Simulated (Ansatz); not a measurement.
Mulliken charges of Cl₂I₂Ti, SMILES `[Cl][Ti]([Cl])([I])[I]` from B3LYP/def2-TZVPP in Ansatz (PBE0-D4/def2-TZVP geometry).

```json
{"atom": "Cl1", "x (Å)": "-0.492", "y (Å)": "-0.396", "z (Å)": "2.118", "charge (e)": "-0.177"}
{"atom": "Ti2", "x (Å)": "0.056", "y (Å)": "-0.073", "z (Å)": "0.052", "charge (e)": "0.375"}
{"atom": "Cl3", "x (Å)": "1.793", "y (Å)": "-1.252", "z (Å)": "-0.460", "charge (e)": "-0.177"}
{"atom": "I4", "x (Å)": "-1.876", "y (Å)": "-0.730", "z (Å)": "-1.442", "charge (e)": "-0.010"}
{"atom": "I5", "x (Å)": "0.568", "y (Å)": "2.377", "z (Å)": "-0.309", "charge (e)": "-0.010"}
```

Question: By hand: the dipole of these point charges (1 e Å = 4.8032 D).

Answer: Σ q r = (-0.196, 0.248, -0.256) e Å, of length 0.407 e Å = 1.95 D.

Question: How does the dipole of the full density compare? (An estimate is asked.)

Answer: The calculation gave: (-0.057, 0.073, -0.075) e Å, 0.57 D; the point charges give 3.42 times that, at 0° from its direction.

Point charges leave out the atoms' own dipoles, such as those of lone pairs, and Mulliken's split depends on the basis, so the two needn't agree.

B3LYP here is the variant with VWN-RPA as its local correlation; programs differ in this.
